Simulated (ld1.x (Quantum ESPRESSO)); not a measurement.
Which setting gave this result? (erbium (Er), TM)

Base potential:

erbium (Er), norm-conserving Troullier–Martins (Kleinman–Bylander form), made with ld1.x (Quantum ESPRESSO) 7.5 (PBE, fully relativistic). Core [Kr] 4d10 4f11, reference 5s2 5p6 5d1 6s0 6p0 (charge +2). Waves: 5p (bound): rc 1.45 bohr; 5d (bound): rc 2.70 bohr; 5s (bound): rc 2.05 bohr. Local part: the s channel. Core correction: a·sin(br)/r model core inside 1.20 bohr.

Open shells are filled in proportion to 2j + 1 (rel_dist='average').

Cutoffs, loose and tight: the cutoffs (Ry, on a coarse ladder) from which the occupation-weighted sum of valence levels, in a spherical-Bessel basis at the reference potential, stays within 10 and 1 mRy of its value at 400 Ry. They do not see the model core or the augmentation charge, which bear on the density cutoff. Test errors are all-electron minus pseudo excitation energies from the reference, over the configurations 5s2 5p6 5d1 6s2 6p0; 5s2 5p6 5d1 6s1 6p0; 5s2 5p6 5d0 6s0 6p0; 5s2 5p6 5d1 6s0 6p2; 5s2 5p6 5d1 6s1 6p1; 5s2 5p6 5d1.5 6s1.5 6p0; 5s2 5p6 5d2 6s1 6p0; variants that change the core or the reference have their own tests. The largest error is taken over the tests solved by every variant that gives reliable tests at all, those not shown here included: 5s2 5p6 5d0 6s0 6p0; 5s2 5p6 5d1 6s0 6p2; 5s2 5p6 5d1 6s1 6p0; 5s2 5p6 5d1 6s1 6p1.

Only the scale of all radii but the core radius (base = 1) is moved (2 further runs of the sweep failed or gave no value and are left out):

| scale of all radii but the core radius (base = 1) | bound ghosts | largest test error (meV) | median size of the test errors |
| --- | --- | --- | --- |
| 0.77 | not determined | +274 | 273.3 meV |
| 0.97 | none | +2309 | 1391.7 meV |
| 1.07 | none | +2199 | 2024.7 meV |
| 1.25 | none | +3619 | 3380.0 meV |

Task: One more run gave bound ghosts: none; largest test error (meV): +833; median size of the test errors: 759.5 meV. Which value of the scale of all radii but the core radius (base = 1) was used?

Result: 0.89. The median size of the test errors moves one way along this sweep, from 273.3 meV at 0.77 to 3380.0 meV at 1.25, which places the run between 0.77 and 0.97.
